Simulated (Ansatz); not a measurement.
A run for Ansatz (a program for electronic structure): R-PBE/def2-TZVPP on C5H8 (SMILES C=CC(=C)C), a point of a torsion scan.

Ansatz 0.2 input:
```yaml
crystal:
  periodic: [false, false, false]
  atoms:
    - {symbol: C, position_ang: [1.11383141, 1.58685466, -0.58368357]}
    - {symbol: C, position_ang: [0.30699274, 1.03463875, 0.31424753]}
    - {symbol: C, position_ang: [-0.31720135, -0.28502796, 0.23953091]}
    - {symbol: C, position_ang: [-0.15027083, -1.13125675, -0.77417454]}
    - {symbol: C, position_ang: [-1.18453866, -0.63524053, 1.41423428]}
    - {symbol: H, position_ang: [1.39611841, 1.08790856, -1.49463224]}
    - {symbol: H, position_ang: [1.52596216, 2.57074199, -0.43738694]}
    - {symbol: H, position_ang: [0.06524224, 1.59517953, 1.20947691]}
    - {symbol: H, position_ang: [0.46611824, -0.90007312, -1.62447855]}
    - {symbol: H, position_ang: [-0.63067004, -2.09475479, -0.78677334]}
    - {symbol: H, position_ang: [-1.61895061, -1.62494244, 1.30090699]}
    - {symbol: H, position_ang: [-1.99075725, 0.09099231, 1.51577875]}
    - {symbol: H, position_ang: [-0.59922347, -0.61337049, 2.33328305]}
basis:
  gaussian:
    orbitals: def2-TZVPP
hamiltonian:
  xc: {name: PBE}
scf: {lower_state_search: off}
```

It printed:

```
WARN ansatz: RAYON_NUM_THREADS=1 ignored (pool sized by the plan → 1); use --threads N
Functional definition: PBE
these checks for a lower state are left out or cut short: stability, starts, cluster_reference, orbital_swaps, neighbouring_geometries, increment
integrals: 0.17 GiB planned
1372 factors; their error is unknown
mean field: 1.43 GiB planned
mean field evaluation 1: about -5292.3570 eV, gradient 8.2e1 eV
mean field evaluation 2: about -5270.0031 eV, gradient 1.2e2 eV
mean field evaluation 4: about -5308.1303 eV, gradient 1.9e1 eV
mean field evaluation 8: about -5308.9501 eV, gradient 2.7e-1 eV
mean field evaluation 16: about -5308.9138 eV, gradient 6.6e-4 eV
mean field -5308.91378406 eV, -195.0989830532 hartree, gradient 1.6e-6 eV, S^2 0.000000; 0 other end points of the search recorded, 0 dependent functions left out
reference -5308.91382888 eV, -195.0989847002 hartree; 19, 19 occupied and 248, 248 virtual orbitals, 1372 factors
Total energy: -5308.91382888 eV, -195.0989847002 hartree
Checks for a lower state left out: stability, starts, cluster_reference, orbital_swaps, neighbouring_geometries, increment
```

Self-consistency was reached.

Cost: very roughly 2.1 core-seconds.
